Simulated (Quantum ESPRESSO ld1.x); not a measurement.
Values are calculated unless marked as measured or tabulated.
Q: The table gives one normalised radial function P(r) = r R(r) (large component) of Tc14+ in [Ar] 3d10 4s1 (r in bohr). Level of theory: Dirac Kohn-Sham, revPBE, spin-unpolarised, spherical densities, point nucleus (ld1.x of Quantum ESPRESSO 7.5).

r	P
0.002178	0.0875
0.002791	0.1076
0.003577	0.1313
0.004584	0.1585
0.005874	0.1887
0.007527	0.2202
0.009646	0.2505
0.01236	0.2749
0.01584	0.2865
0.0203	0.2759
0.02601	0.2320
0.03333	0.1444
0.04272	0.0090
0.05474	-0.1642
0.07014	-0.3416
0.08989	-0.4616
0.1152	-0.4459
0.1476	-0.2366
0.1892	0.1438
0.2424	0.5472
0.3106	0.7296
0.398	0.4899
0.5101	-0.1461
0.6536	-0.8637
0.8376	-1.2382
1.073	-1.0783
1.375	-0.6092
1.763	-0.2136
2.259	-0.0419
2.894	-0.0040

Which n and l does it have? It may be an empty orbital.

A: n = 4, l = 0: the number of nodes gives n - l - 1 = 3, the rise at small r points to l (this Dirac orbital starts as r^gamma with gamma = sqrt((l + 1)^2 - (Z/c)^2) = 0.95; the j = 1/2 orbital of l + 1 starts with the same power, but with a smaller coefficient, and then steepens), and the extent must fit the shell. The curve is that of 4s1/2. 4s1/2: eigenvalue -327.67 eV, 3 radial nodes at r = 0.0433, 0.174, 0.486 bohr, <r> = 0.919 bohr, 90 % of the charge inside 1.31 bohr.
